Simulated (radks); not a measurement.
Task: Valence configurations of neutral sulfur (all share [Ne]). Method: scalar-relativistic Kohn-Sham, PBEsol, spin-polarised, spherical densities, finite nucleus; open shells are filled with parallel spins first; Fermi nuclear charge, rms radius 3.2611 fm; computed with a radial shooting solver on a logarithmic mesh with Libxc functionals. Order these by energy: 3s2 3p4; 3s1 3p5; 3s1.5 3p4.5; 3p6; 3s0.5 3p5.5.

Result: From the lowest, in eV above it: 3s2 3p4 0.000; 3s1.5 3p4.5 5.058; 3s1 3p5 10.118; 3s0.5 3p5.5 16.047; 3p6 21.513. NIST lists [Ne] 3s2 3p4 as the ground configuration; this level of theory agrees among the configurations tried. The energies are those of spherical high-spin densities, not of single terms.
